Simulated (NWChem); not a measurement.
Molecule: CaHSF; SMILES [F][Ca][SH]

```xyz
4

Ca     0.2672     0.5908     0.0000
F     -0.3571     2.4444     0.0000
S     -0.2027    -1.9704     0.0000
H      1.1135    -2.2900     0.0000
```
Atoms are numbered in this order, from 1.

Computed with NWChem. Structure relaxed at the PBE0/def2-SVP level. Ions are spin-unrestricted doublets at the neutral geometry; other ion states weren't tried. Functional: LC-ωPBE (HJS hole) with def2-SVP; rows give the range parameter ω in 1/bohr.

Task: At which range parameter does −ε(HOMO) equal the ΔSCF ionisation energy (optimal tuning)?

Result: about 0.59 per bohr, by linear interpolation in these runs:
| range parameter (1/bohr) | vertical ionisation energy, ΔSCF (eV) | −ε(HOMO) (eV) | ΔSCF minus −ε(HOMO) (eV) |
|---|---|---|---|
| 0.10 | 8.70 | 6.52 | 2.18 |
| 0.80 | 8.81 | 9.75 | -0.94 |
